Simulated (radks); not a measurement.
Results of a calculation; reference values are marked as such.
How relativity changes the ionisation of the krypton ion Kr2+ ([Ar] 3d10 4s2 4p4) to Kr3+ ([Ar] 3d10 4s2 4p3). Spin-unpolarised spherical Kohn-Sham, LDA (Slater exchange, Perdew-Wang correlation), point nucleus unless stated (finite: rms radius 4.1884 fm), a radial shooting solver on a logarithmic mesh with Libxc functionals. A level marked "c x" has the speed of light scaled by that factor and shares open shells by 2j + 1; other Dirac levels either fill j = l - 1/2 first or share by 2j + 1.

| level | E(Kr2+) (hartree) | E(Kr3+) (hartree) | IE (eV) | HOMO | <r> HOMO (bohr) |
|---|---|---|---|---|---|
| non-rel. | -2748.67156 | -2747.30413 | 37.210 | 4p | 1.742 |
| scalar-rel. | -2785.38146 | -2784.01167 | 37.274 | 4p | 1.735 |
| scalar-rel., finite nucleus | -2785.35776 | -2783.98797 | 37.274 | 4p | 1.735 |
| Dirac, 2j+1 shares | -2785.59482 | -2784.22468 | 37.283 | 4p3/2 | 1.745 |
| Dirac, low j first | -2785.61494 | -2784.25822 | 36.918 | 4p3/2 | 1.746 |
| Dirac, 2j+1 shares, finite nucleus | -2785.57109 | -2784.20095 | 37.283 | 4p3/2 | 1.745 |
| Dirac, c x 0.75 | -2816.15714 | -2814.78464 | 37.348 | 4p3/2 | 1.748 |
| Dirac, c x 1.25 | -2772.01084 | -2770.64171 | 37.256 | 4p3/2 | 1.744 |
| Dirac, c x 5 | -2750.10115 | -2748.73361 | 37.213 | 4p3/2 | 1.742 |

NIST Atomic Spectra Database: 35.84 eV (measured). The relativistic part of the total energy of Kr2+ is -36.9 hartree (Dirac, 2j+1 shares, finite nucleus), 1.3 % of the non-relativistic value. Spin polarisation and multiplet splitting of open shells are left out at every level.

Beside tabulated values, note that spin-unpolarised runs miss the spin-polarisation part of the exchange energy of open shells.
